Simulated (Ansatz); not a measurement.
Start from `N=CCF` and change one atom or group to get `N=C[CH2][GaH][NH2]`.

Ansatz, PBE0-D4/def2-TZVP geometries, multiplicity 1. Each molecule was computed in one conformer, which needn't be the lowest.

Scalar relativity is left out up to krypton.

| property | `N=CCF` |
| --- | --- |
| HOMO energy (B3LYP/def2-TZVPP) / eV | -7.65 |
| HOMO energy (PBE/def2-TZVPP) / eV | -6.31 |
| HOMO–LUMO gap (PBE/def2-TZVPP) / eV | 4.87 |
| HOMO–LUMO gap (PBE0/def2-TZVPP) / eV | 7.59 |
| HOMO–LUMO gap (ωB97M-V/def2-TZVPP) / eV | 12.30 |
| LUMO energy (B3LYP/def2-TZVPP) / eV | -0.58 |

Q: Give the same properties after the change, and the shifts. (Estimate.)

A: The calculation gave: 
| property | `N=C[CH2][GaH][NH2]` | shift |
| --- | --- | --- |
| HOMO energy (B3LYP/def2-TZVPP) / eV | -7.05 | 0.60 |
| HOMO energy (PBE/def2-TZVPP) / eV | -5.80 | 0.51 |
| HOMO–LUMO gap (PBE/def2-TZVPP) / eV | 4.26 | -0.61 |
| HOMO–LUMO gap (PBE0/def2-TZVPP) / eV | 6.56 | -1.03 |
| HOMO–LUMO gap (ωB97M-V/def2-TZVPP) / eV | 10.60 | -1.70 |
| LUMO energy (B3LYP/def2-TZVPP) / eV | -0.99 | -0.41 |

With PBE0 the HOMO rises by 0.59 eV and the LUMO falls by 0.44 eV, so the gap narrows by about 1.03 eV. PBE moves the HOMO by 0.51 eV and ωB97M-V by 0.68 eV.

B3LYP here is the variant with VWN-RPA as its local correlation; programs differ in this.
